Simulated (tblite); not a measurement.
Species: C2H9NSi2.
SMILES with atom numbers: `[NH2:1][SiH2:2]/[CH:3]=[CH:4]/[SiH3:5]` (hydrogens: H6, H7 on N1; H8, H9 on Si2; H10 on C3; H11 on C4; H12, H13, H14 on Si5)

Computed with GFN2-xTB (tblite), gas phase: Langevin dynamics at 300 K from the optimised GFN2-xTB geometry, time step 0.5 fs, friction 0.01 fs⁻¹, 2000 steps. The instantaneous temperature is 2·E(kin)/(3Nk) with all 3N coordinates.

```tsv
t (fs)	T (K)	E(pot) above start (eV)	N1–Si2 (Å)	Si2–C3 (Å)	C3=C4 (Å)	C4–Si5 (Å)	N1–H6 (Å)	N1–Si2–C3–C4 (°)
0	232	0.000	1.725	1.882	1.331	1.880	1.007	-10
25	236	0.277	1.723	1.911	1.311	1.908	1.021	-15
50	177	0.324	1.737	1.905	1.319	1.931	0.982	-26
75	158	0.390	1.748	1.835	1.355	1.861	1.058	-29
100	237	0.377	1.703	1.889	1.356	1.900	0.976	-43
125	285	0.450	1.695	1.939	1.339	1.907	1.024	-41
150	284	0.517	1.756	1.851	1.315	1.898	1.006	-52
175	363	0.500	1.736	1.943	1.317	1.934	0.996	-34
200	313	0.671	1.691	1.844	1.349	1.816	1.054	-40
225	312	0.644	1.772	1.882	1.358	1.905	0.981	-26
250	304	0.603	1.730	1.883	1.356	1.940	1.036	-21
275	338	0.513	1.706	1.974	1.330	1.876	1.006	-12
300	419	0.481	1.779	1.825	1.343	1.908	0.994	-5
325	286	0.527	1.707	1.910	1.337	1.827	1.037	-6
350	290	0.430	1.728	1.867	1.329	1.915	0.986	2
375	391	0.345	1.728	1.900	1.318	1.880	1.023	-7
400	244	0.407	1.694	1.901	1.316	1.834	0.997	-20
425	224	0.492	1.727	1.871	1.371	1.960	1.026	-32
450	273	0.601	1.780	1.906	1.361	1.834	1.027	-32
475	464	0.425	1.704	1.825	1.333	1.907	0.986	-19
500	321	0.435	1.707	1.927	1.278	1.858	1.036	0
525	281	0.429	1.779	1.900	1.325	1.867	0.990	17
550	236	0.496	1.677	1.902	1.361	1.927	1.001	25
575	265	0.533	1.736	1.936	1.357	1.798	1.025	44
600	301	0.605	1.784	1.816	1.327	1.907	0.979	52
625	326	0.404	1.700	1.958	1.311	1.871	1.022	67
650	334	0.346	1.721	1.900	1.310	1.883	1.018	63
675	273	0.515	1.803	1.793	1.356	1.892	0.988	59
700	369	0.359	1.690	1.918	1.355	1.895	1.059	46
725	256	0.489	1.703	1.916	1.329	1.861	0.959	25
750	251	0.569	1.759	1.902	1.344	1.958	1.033	20
775	319	0.493	1.734	1.916	1.301	1.828	1.044	16
800	318	0.448	1.671	1.834	1.336	1.905	0.967	13
825	203	0.622	1.771	1.928	1.355	1.936	1.052	11
850	389	0.331	1.728	1.890	1.339	1.837	0.996	18
875	354	0.400	1.705	1.835	1.350	1.924	0.986	15
900	267	0.525	1.773	1.994	1.320	1.836	1.052	11
925	315	0.400	1.719	1.874	1.313	1.947	0.997	-7
950	242	0.416	1.748	1.900	1.324	1.884	1.017	-7
975	194	0.466	1.694	1.867	1.344	1.852	1.030	-14
1000	287	0.402	1.732	1.918	1.342	1.914	0.982	-7
```

Problem. From 500 fs on, how do temperature and potential energy compare with equipartition?

Solution. The mean temperature of these 21 frames is 291 K against the target 300 K, and the mean potential energy 0.46 eV against 36 × kT/2 = 0.47 eV for 36 classical harmonic modes. For 14 atoms in a canonical ensemble the temperature itself scatters by T·√(2/(3N)) = 65 K; here its standard deviation is 50 K. The whole run lasts only 10 friction times of 100 fs, so these averages carry a wide statistical error.

Problem. What are the kinetic and total energies of the listed frame with the highest potential energy?

Solution. The one at 200 fs, 0.671 eV above the start. Its kinetic energy is 3NkT/2 = 0.567 eV at 313 K, so the sum is 1.24 eV; over the listed frames the sum runs from 0.42 to 1.27 eV, since the thermostat adds and removes energy.

Problem. How much do the listed bonds fluctuate from 500 fs on?

Solution. 
```tsv
bond	at the start (Å)	mean (Å)	standard deviation (Å)
N1–Si2	1.725	1.730	0.036
Si2–C3	1.882	1.896	0.046
C3=C4	1.331	1.332	0.021
C4–Si5	1.880	1.885	0.041
N1–H6	1.007	1.011	0.029
```

The motion is classical and holds no zero-point motion.

What follows is the cost of the whole dynamics run. Time: 11 s of wall time; peak memory 0.19 GiB. Hardware: an Arm Neoverse V1 with one thread, shared host with 32 logical CPUs at a one-minute load of 12.
